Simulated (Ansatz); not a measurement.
Cu4Ag⁺. Charge 1, multiplicity 1. Geometry PBE-D4/def2-SVP, basis def2-TZVP, Ansatz.

Cartesian coordinates in Å:
```
Ag -0.6451 -0.2722 2.0840
Cu -0.8926 -0.9225 -0.4406
Cu 1.2691 -0.3757 0.2999
Cu 0.6085 0.2567 -1.9657
Cu -0.3399 1.3137 0.0224
```

| run | HOMO (eV) | LUMO (eV) |
| --- | --- | --- |
| A | -9.17 | -8.00 |
| B | -9.62 | -7.25 |
| C | -11.19 | -5.27 |
| D | -9.10 | -8.12 |
| E | -9.65 | -7.63 |
| F | -9.24 | -8.27 |

In the def2 sets Ag takes a core potential; there is no spin–orbit coupling. B3LYP takes the VWN-RPA correlation. No other spin state of charge 1 was run. The structure comes from a short search, and lower isomers may exist.

Q: The runs used B3LYP, PBE, PBE0, r2SCAN, revPBE, ωB97X-V. Estimate which is which.

A: A r2SCAN (0 % exact exchange); B PBE0 (25 % exact exchange); C ωB97X-V (range-separated); D revPBE (0 % exact exchange); E B3LYP (20 % exact exchange); F PBE (0 % exact exchange). Exact exchange lowers occupied and raises empty levels; among semilocal functionals meta-GGAs tend to open the gap a little, and such runs are hard to tell apart. The gap grows from 0.97 eV (PBE) to 5.92 eV (ωB97X-V). The restricted singlet is unstable towards broken spin symmetry in Hartree–Fock (as tested in another run); at r2SCAN-D4/def2-TZVP, PBE0-D4/def2-TZVP, ωB97X-V/def2-TZVP, revPBE-D4/def2-TZVP and others this wasn't settled.
